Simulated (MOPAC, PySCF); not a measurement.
CH₅NSi₂, SMILES `[H]/N=[SiH]/[SiH]=C` (C–Si–Si–N torsion 180°), neutral singlet in the gas phase. 

Cartesian coordinates (Å):
```xyz
9

C     -2.0903     0.1585     0.5429
Si    -0.6535    -0.7357     0.2816
Si     1.2827     0.4135    -0.1372
N      2.6132    -0.4465    -0.3741
H     -2.0947     1.2413     0.5141
H     -3.0510    -0.2968     0.7486
H     -0.6306    -2.2088     0.3182
H      1.1121     1.8948    -0.1494
H      3.5120    -0.0203    -0.5648
```
Charge 0, multiplicity 1.

All levels are single points at this geometry (B3LYP-D3(BJ)/def2-TZVP); Pople sets use spherical d functions. Orbital energies aren't observables, and empty levels follow the basis.

PM3 in MOPAC gives dipole (D) = 1.67.

Problem. Estimate the dipole (D) from each of these levels: B3LYP-D3(BJ)/def2-TZVP in PySCF; B3LYP/3-21G in PySCF; B3LYP/LANL2DZ in PySCF; SVWN5/6-31G* in PySCF; AM1 in MOPAC.

Solution. 
| level | dipole (D) |
|---|---|
| B3LYP-D3(BJ)/def2-TZVP in PySCF | 1.78 |
| B3LYP/3-21G in PySCF | 1.71 |
| B3LYP/LANL2DZ in PySCF | 2.18 |
| SVWN5/6-31G* in PySCF | 1.81 |
| AM1 in MOPAC | 1.95 |
